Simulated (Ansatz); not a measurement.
All numbers were calculated with Ansatz.

Basis-set series for `C[O][Mo](=[O])([F])([O]C)[O]C`. Total charge 0; spin multiplicity 1. Mo takes the def2 core potential. Geometry: relaxed with PBE0-D4/def2-TZVP. It is one conformer, not always the lowest.

| functional | basis | functions | energy (Eh) | HOMO (eV) | LUMO (eV) |
| --- | --- | --- | --- | --- | --- |
| PBE0-D4 | def2-SVP | 188 | -587.86898 | -8.33 | -2.83 |
| PBE0-D4 | def2-TZVPP | 430 | -588.50883 | -8.38 | -2.82 |
| ωB97M-V | def2-SVP | 188 | -588.13021 | -10.67 | -0.79 |
| ωB97M-V | def2-TZVPP | 430 | -588.78937 | -10.72 | -0.77 |

(1) Give the rows for def2-QZVPP. (Best estimate.)

Results:

(1) The calculation gave: 
```
functional       basis  functions  energy (Eh)  HOMO (eV)  LUMO (eV)
   PBE0-D4  def2-QZVPP        807   -588.54178      -8.39      -2.82
   ωB97M-V  def2-QZVPP        807   -588.82140     -10.74      -0.78
```
